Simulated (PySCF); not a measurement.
## [PdS2]+, doublet: molecular constants

Computed with UPBE/[Pd def2-SVP with ECP28, S def2-SVP], scalar-relativistic core potentials, density fitting, no spin–orbit coupling, PySCF.

The structure is a minimum.

```xyz
3
charge 1 multiplicity 2, angstrom
Pd    0.0000    0.0000   -0.7883
S     0.9827    0.0000    1.3057
S    -0.9827    0.0000    1.3057
```

```
Point group                                                                   : C2v
Bond lengths                                                                  : Pd–S 2.313 Å (×2), S–S 1.965 Å
Bond angles                                                                   : Pd–S–S 64.9° (×2), S–Pd–S 50.3°
Entropy at 298.15 K and 1 bar (electronic part: spin only)                    : 299.3 J/(mol K)
Zero-point energy                                                             : 6.8 kJ/mol
Rotational symmetry number                                                    : 2
Principal quadrupole moments (Buckingham, traceless) about the centre of mass : -9.32, 0.12, 9.20 D Å
Spin squared ⟨S²⟩                                                             : 0.752
Principal polarisabilities                                                    : 29.4, 51.5, 54.1 bohr³
Lowest empty level (α)                                                        : -10.92 eV
Highest occupied level (α)                                                    : -11.68 eV
Enthalpy at 298.15 K above 0 K                                                : 12.87 kJ/mol
Rotational constants                                                          : 0.273, 0.09642, 0.07126 cm⁻¹
Heat capacity Cp at 298.15 K                                                  : 51.9 J/(mol K)
Dipole moment about the centre of mass                                        : 0.37 D
```

Harmonic modes (masses in u: Pd 105.903, S 31.972):
| symmetry | ω (cm⁻¹) | IR (km/mol) | μ (u) |
| --- | --- | --- | --- |
| b2 | 198 | 0.0 | 34.33 |
| a1 | 298 | 3.7 | 43.10 |
| a1 | 641 | 0.5 | 32.12 |

In C2v the vibrations span b2 + 2a1. Here b1 is antisymmetric to the molecular plane and b2 lies in it.

Charges (e):
```csv
atom,Mulliken,Löwdin,polar tensor,spin (Mulliken),Mayer order to Pd1
Pd1,0.42,-0.03,0.47,0.06,–
"S2,3",0.29,0.51,0.26,0.47,0.93
```
Other Mayer orders above 0.3: S–S 1.62.

Mulliken populations on Pd1 (electrons outside its core potential): s 2.30, p 6.13, d 9.15, f 0.00.

Other isomers or separated fragments may lie lower. With open d or f shells other occupations or spin states may lie lower.

The final relaxation and frequency run took of the order of 2.6 core-minutes on a shared host.
